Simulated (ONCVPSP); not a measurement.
Before and after: ONCV potential for ruthenium (Ru)

ONCVPSP 4.0.1 input, shortened (lines: element, Z, core and valence counts, functional; n l f; lmax; l rc ep ncon nbas qcut; lloc lpopt rc5 dvloc0; l nproj debl; icmod fcfact rcfact), PBEsol, scalar-relativistic:

```
  Ru 44.00    6    4  -116133      upf
    1    0    2.00
    2    0    2.00
    2    1    6.00
    3    0    2.00
    3    1    6.00
    3    2   10.00
    4    0    2.00
    4    1    6.00
    4    2    7.00
    5    0    1.00
    2
    0    1.50    0.00    5    8    8.30
    1    1.25    0.00    4    8    6.20
    2    1.65    0.00    4    9   10.90
    4    1    0.85    3.00
    0    2    2.80
    1    2    3.90
    2    2    2.30
    3    2.25    1.50
```

Change: s: ncon 4, nbas 7.

Cutoffs: the cutoffs (Ha) at which the residual kinetic energy of the hardest occupied pseudo-wave falls to 1 and 0.1 mHa per electron; they do not see the model core or the augmentation charge, which bear on the density cutoff. Errors are all-electron minus pseudo energies relative to the spin-unpolarised reference configuration.

Task: How do hardness, ghosts and transferability respond?

Result: The potential gets neither clearly harder nor softer (74 Ha and 129 Ha → 74 Ha and 129 Ha); the errors of the 4 common tests hardly move; neither file shows a bound ghost.

```tsv
quantity	base	changed
cutoff, loose	74 Ha	74 Ha
cutoff, tight	129 Ha	129 Ha
loose cutoff by channel	s 29 Ha, p 74 Ha, d 28 Ha	s 25 Ha, p 74 Ha, d 28 Ha
bound ghosts	none	none
GHOST(+) flags under 300 eV	s at 211.3 eV	s at 198.2 eV
error for 4s2 4p6 4d7 5s0, meV [ΔE 7.30 eV]	-1.5	-1.6
error for 4s2 4p6 4d6 5s0, meV [ΔE 25.48 eV]	-1.9	-2.0
error for 4s2 4p6 4d5 5s0, meV [ΔE 56.09 eV]	-2.3	-2.4
error for 4s2 4p6 4d6 5s1, meV [ΔE 10.13 eV]	+0.1	0.0
s: phases at 1.52 bohr within 0.05 rad from the reference energy up to (Ha; the scan ends near 5)	to the end of the scan	to the end of the scan
p: phases at 1.27 bohr within 0.05 rad from the reference energy up to (Ha; the scan ends near 5)	to the end of the scan	to the end of the scan
d: phases at 1.67 bohr within 0.05 rad from the reference energy up to (Ha; the scan ends near 5)	to the end of the scan	to the end of the scan
rms error of d²Exc/dni dnj with the model core, mHa	0.23	0.39
```
